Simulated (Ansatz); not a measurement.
Wavefunction ladder for `OB(O)[S][GeH3]`

Z-matrix (Å, degrees):
```
Ge
S 1 2.218
H 1 1.544 2 109.2
H 1 1.531 2 106.8 3 118.6
H 1 1.535 2 110.8 3 -120.2
B 2 1.850 1 103.0 3 40.3
O 6 1.357 2 118.0 1 163.7
O 6 1.355 2 125.5 1 -17.5
H 7 0.959 6 113.8 2 -5.3
H 8 0.960 6 114.7 2 -6.2
```

Total charge 0; spin multiplicity 1. Correlated methods include outer-core shells of Ge, which these sets cover unevenly. Scalar relativity is left out up to krypton. All single points use the PBE0-D4/def2-TZVP geometry. It is a higher conformer; a search finds a lower one. Frozen core, restricted reference, the Gaussian-basis code of Ansatz.

```
     basis      HF (Eh)  MP2 corr.  CCSD corr.       (T)  CCSD(T) total
  def2-SVP  -2649.85049   -0.81687           ?         ?              ?
def2-TZVPP            ?   -1.01222           ?  -0.04133              ?
def2-QZVPP  -2650.52968   -1.33758           –         –              –
```

Question: Fill in the withheld values. (An estimate is asked.)

Answer: The calculation gave: def2-SVP CCSD corr.: -0.85080; def2-SVP (T): -0.02306; def2-SVP CCSD(T) total: -2650.72435; def2-TZVPP HF (Eh): -2650.46798; def2-TZVPP CCSD corr.: -1.04326; def2-TZVPP CCSD(T) total: -2651.55257.
